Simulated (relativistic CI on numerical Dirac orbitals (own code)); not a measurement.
**Cd3+ (4d9) in a crystal field**

Calculated by Dirac-Coulomb-Breit CI, KLI orbitals optimised for each configuration, model QED (radiative potential, 1s self-energy scaled to tabulated hydrogen-like ionisation energies), valence Slater integrals scaled by 0.85, one configuration in a parametric crystal field (own radial code).

Field parameters in Wybourne normalisation: Oh B⁴₀ = 21Dq, B⁴₄ = √(5/14) B⁴₀. The field is a parameter set, without covalency.

S is read from ⟨S²⟩ = S(S + 1).

Levels (cm⁻¹, degeneracy): 0 (4), 27902 (2), 31500 (4).

Which field gives this pattern?
A. Oh, 10Dq = 39500 cm⁻¹
B. Oh, 10Dq = 29900 cm⁻¹
C. Oh, 10Dq = 34700 cm⁻¹
D. Oh, 10Dq = 10750 cm⁻¹

B. Oh, 10Dq = 29900 cm⁻¹, ground level with S = 0.50.
